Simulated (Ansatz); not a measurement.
Reaction (formal hydrolysis of a Ge–Si bond): `BO[SiH2][GeH3]` + H₂O → `[OH][GeH3]` + `BO[SiH3]`

Isolated molecules relaxed with PBE0-D4/def2-TZVP in Ansatz; ΔE leaves out vibrations. CCSD(T)/CBS is the MP2 limit (def2-TZVPP, def2-QZVPP) plus CCSD(T) − MP2 in def2-TZVPP, frozen cores. This one scheme is used for every species. Functionals use def2-TZVPP. B3LYP here is the variant with VWN-RPA as its local correlation; programs differ in this. For Ge outer-core shells are correlated without core-valence functions, which leaves a few kJ/mol of doubt a bond. Scalar relativity is left out up to krypton. Each species was taken in one conformer, which may not be the lowest.

`BO[SiH2][GeH3]`:

Z-matrix (Å, degrees):
```
Si
O 1 1.664
Ge 1 2.384 2 112.6
H 1 1.485 2 107.1 3 121.7
H 1 1.485 2 107.1 3 -121.7
B 2 1.345 1 132.5 3 0.1
H 3 1.537 1 111.7 2 -61.2
H 3 1.537 1 111.6 2 60.9
H 3 1.540 1 108.0 2 179.8
H 6 1.198 2 118.2 1 180.0
H 6 1.205 2 120.1 1 -0.0
```

H₂O:

Cartesian coordinates in Å:
```
O 0.181 0.032 0.343
H -0.678 -0.359 0.170
H 0.497 0.327 -0.513
```

`[OH][GeH3]`:

Cartesian coordinates in Å:
```
O 0.170 1.295 0.419
Ge 0.073 -0.434 -0.002
H -0.418 1.838 -0.110
H 1.070 -1.110 0.943
H 0.466 -0.638 -1.478
H -1.361 -0.951 0.228
```

`BO[SiH3]`:

Cartesian coordinates in Å:
```
B 1.124 -1.064 0.222
O -0.168 -0.718 0.064
Si -0.911 0.746 -0.167
H 1.980 -0.218 0.207
H 1.381 -2.225 0.374
H 0.100 1.834 -0.190
H -1.866 0.953 0.947
H -1.639 0.690 -1.456
```

CCSD(T)/CBS gives -1.9 kJ/mol.

Another level gave +1.5 kJ/mol. Which?
A. PBE0/def2-TZVPP
B. B3LYP-D4/def2-TZVPP
C. ωB97X-V/def2-TZVPP
D. PBE0-D4/def2-TZVPP

A. PBE0 1.5, B3LYP-D4 -6.1, ωB97X-V -10.3, PBE0-D4 6.1 kJ/mol.

Largest T1 diagnostic among the species: 0.013.

The D4 term adds +8.1 kJ/mol with B3LYP and +4.6 kJ/mol with PBE0; it sums over pairs of atoms, weighted by their polarisabilities, and B3LYP, whose exchange is more repulsive, gets the larger term. In def2-TZVPP, CCSD(T) changes the Hartree–Fock value by +27.2 kJ/mol (the triples alone add +2.4 kJ/mol) and MP2 by +23.3 kJ/mol.
